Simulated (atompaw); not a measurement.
niobium: one change to a PAW (atompaw) potential, before and after

atompaw 4.2.0.5 input, output lines left out:

```
Nb 41
GGA-PBE scalarrelativistic loggrid 1500 logderivrange -5 5 251
5 5 4 0 0 0
5 0 1
5 1 0
4 2 4
0 0 0
c
c
c
c
v
c
c
v
v
c
v
3
2.75 2.55 2.60 1.40
y
1.55
n
n
y
0.1
n
y
0.05
n
custom rrkj gramschmidtortho gaussian
bessel
2.60
2.75
1.70
2.75
2.75
2.15
2.75
```

Change: wave 4p (bound): rc 1.70 bohr becomes 4p (bound): rc 2.50 bohr.

Cutoffs: the cutoffs (Ry, on a coarse ladder) from which the occupation-weighted sum of valence levels, in a spherical-Bessel basis at the reference potential, stays within 10 and 1 mRy of its value at 400 Ry; they do not see the model core or the augmentation charge, which bear on the density cutoff.

**Question.** What does the change do?

**Answer.** The potential gets softer (30 Ry and 50 Ry → 15 Ry and 25 Ry); both files keep a bound ghost (s).

| quantity | base | changed |
| --- | --- | --- |
| cutoff, loose | 30 Ry | 15 Ry |
| cutoff, tight | 50 Ry | 25 Ry |
| loose cutoff by channel (10 mRy a level) | s 6 Ry, p 25 Ry, d 10 Ry | s 6 Ry, p 12 Ry, d 10 Ry |
| bound ghosts | s | s |
| s: phases at 2.75 bohr within 0.05 rad from the reference energy up to (Ry; the scan ends near 5) | to the end of the scan | to the end of the scan |
| p: phases at 2.75 bohr within 0.05 rad from the reference energy up to (Ry; the scan ends near 5) | 4.5 | 4.7 |
| d: phases at 2.75 bohr within 0.05 rad from the reference energy up to (Ry; the scan ends near 5) | 2.3 | 2.3 |
| f: phases at 2.75 bohr within 0.05 rad from the reference energy up to (Ry; the scan ends near 5) | 1.3 | 1.3 |
| lowest overlap eigenvalue by channel | s 0.22, p 0.50, d 0.13, f 1.00 | s 0.22, p 0.72, d 0.13, f 1.00 |

 A true bound ghost makes a file unfit for plane-wave use even where its test errors are small: the radial tests pick states by their node count and pass the ghost by. The cutoffs see the waves, projectors and local potential, not the compensation charge or the core.
